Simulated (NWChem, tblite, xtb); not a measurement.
**CH5ClFGeN (SMILES C[NH][GeH]([F])[Cl]): methods side by side**

The species is CH5ClFGeN (10 atoms), meant as a singlet with charge 0. SMILES: `C[NH][GeH]([F])[Cl]`. Geometry: relaxed at PBE0-D4/def2-TZVP. This is one conformer, not always the lowest.

```xyz
10

C     0.9673    1.0246   -0.3627
N    -0.1946    0.5994    0.3999
Ge   -0.6647   -1.1395    0.4231
F    -2.0923   -1.2134    1.3905
Cl   -1.2551   -1.9151   -1.4952
H     0.8057    1.0464   -1.4470
H     1.8055    0.3513   -0.1646
H     1.2772    2.0214   -0.0401
H    -0.9823    1.2246    0.3014
H     0.4165   -2.0507    0.9975
```

Quantity: the dipole moment, in D. The values are calculated.

| level | kind | program | value (D) | CPU time |
| --- | --- | --- | --- | --- |
| GFN2-xTB | semi-empirical | tblite | 3.02 | under 2 s |
| GFN1-xTB | semi-empirical | tblite | 3.12 | under 2 s |
| GFN0-xTB | semi-empirical | xtb | 2.83 | under 2 s |
| IPEA1-xTB | semi-empirical | tblite | 4.30 | under 2 s |
| HF/STO-3G | Hartree–Fock | NWChem | 2.46 | 11 s |
| HF/3-21G | Hartree–Fock | NWChem | 3.55 | 11 s |
| SVWN5/def2-SVP | LDA | NWChem | 2.72 | 28 s |
| B3LYP/6-31G* (spherical functions) | global hybrid | NWChem | 2.86 | 72 s |
| B3LYP/6-31G* (Cartesian functions) | global hybrid | NWChem | 2.86 | 73 s |

All-electron rows without a relativistic Hamiltonian named are non-relativistic. The values span 2.46 to 4.30 D. Magnitudes only. Sets without polarisation functions give poor dipoles. CPU times are rough (shared hosts, several kinds of processor and program).
